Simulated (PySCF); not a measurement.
Species: tert-butyl ethyl sulfide, C6H14S.
Bonds: C1–C2, C2–S3, S3–C4, C4–C5, C4–C6, C4–C7. Hydrogens: H8, H9, H10 on C1; H11, H12 on C2; H13, H14, H15 on C5; H16, H17, H18 on C6; H19, H20, H21 on C7.

Level: CAM-B3LYP/def2-SVPD in PySCF, non-relativistic, on one gas-phase PBE0-D3(BJ)/def2-SVP geometry that isn't relaxed in the solvent. The solvent is an IEF-PCM continuum (cavity from Bondi-type radii × 1.2), and excitations are vertical TDDFT with non-equilibrium linear response and a frozen core. Specific hydrogen bonds and non-electrostatic terms are outside this model.

Gas-phase singlets (H = HOMO, L = LUMO):

```tsv
state	E (eV)	λ (nm)	f	leading configurations
S1	5.543	224	0.000	H→L+1 45%, H→L 20%, H→L+4 15%
S2	6.153	202	0.037	H→L 70%, H→L+4 17%, H→L+1 9%
S3	6.541	190	0.007	H→L+2 79%
S4	6.915	179	0.028	H→L+3 92%
S5	7.006	177	0.007	H→L+4 42%, H→L+1 30%, H→L+2 14%
```

Task: Give the list for dichloromethane (ε = 8.93), n² = 2.03.

Result: 
| state | E (eV) | λ (nm) | f | leading configurations | change by rank (eV) |
| --- | --- | --- | --- | --- | --- |
| S1 | 5.631 | 220 | 0.000 | H→L+1 49%, H→L 18%, H→L+4 14% | +0.088 |
| S2 | 6.231 | 199 | 0.074 | H→L 70%, H→L+1 13%, H→L+4 11% | +0.078 |
| S3 | 6.610 | 188 | 0.000 | H→L+2 74%, H→L+4 13% | +0.069 |
| S4 | 7.033 | 176 | 0.051 | H→L+3 95% | +0.118 |
| S5 | 7.255 | 171 | 0.007 | H→L+4 48%, H→L+1 22%, H→L+2 19% | +0.249 |

Task: How does the list change in methanol (ε = 32.61)?

Result: 
```tsv
state	E (eV)	λ (nm)	f	leading configurations	change by rank (eV)
S1	5.650	219	0.000	H→L+1 51%, H→L 17%, H→L+4 14%	+0.107
S2	6.245	199	0.073	H→L 72%, H→L+1 13%, H→L+4 10%	+0.092
S3	6.631	187	0.000	H→L+2 73%, H→L+4 13%	+0.090
S4	7.053	176	0.050	H→L+3 95%	+0.138
S5	7.304	170	0.005	H→L+4 50%, H→L+2 20%, H→L+1 20%	+0.298
```

Task: The ground-state energy changes by -0.149 eV from gas to methanol. By how much does the total energy of gas-phase S2 change?

Result: E(S2) = E(S0) + excitation energy, so it changes by -0.149 + 0.092 = -0.057 eV: it is lowered less than the ground state, which is what a blue shift means. This is the vertical state, with the slow part of the continuum still set for S0.

Task: How do the frontier levels move from gas to methanol?

Result: 
```csv
orbital,gas (eV),solvent (eV),change (eV),"Löwdin shares, gas","Löwdin shares, solvent"
LUMO+2,1.84,1.80,-0.04,"S3 57 %, H8 5 %, C1 5 %, H10 5 %",S3 60 %
LUMO+1,1.51,1.56,+0.05,"S3 34 %, C5 9 %, C1 8 %, C2 5 %","S3 44 %, C5 9 %, C1 6 %, H13 6 %"
LUMO,1.22,1.33,+0.11,"S3 15 %, C6 9 %, C7 9 %, C2 7 %","S3 26 %, C1 8 %, C6 7 %, C7 7 %"
HOMO,-7.54,-7.71,-0.17,"S3 69 %, C2 10 %, C4 6 %","S3 69 %, C2 10 %, C4 6 %"
HOMO-1,-9.64,-9.71,-0.07,"S3 53 %, C4 15 %, C2 10 %, C7 5 %","S3 50 %, C4 15 %, C2 9 %, C7 5 %"
HOMO-2,-10.40,-10.31,+0.09,"S3 20 %, C4 15 %, C2 15 %, C5 14 %","S3 19 %, C5 15 %, C4 15 %, C2 14 %"
HOMO-3,-11.05,-10.90,+0.15,"C4 20 %, C6 20 %, C7 20 %, C5 8 %","C4 20 %, C6 20 %, C7 20 %, C5 8 %"
```

The HOMO–LUMO gap goes from 8.76 to 9.04 eV.

Conformer computed: `[CH3:1][CH2:2][S:3][C:4]([CH3:5])([CH3:6])[CH3:7]`: C1–C2–S3–C4 179°, C2–S3–C4–C5 180°.
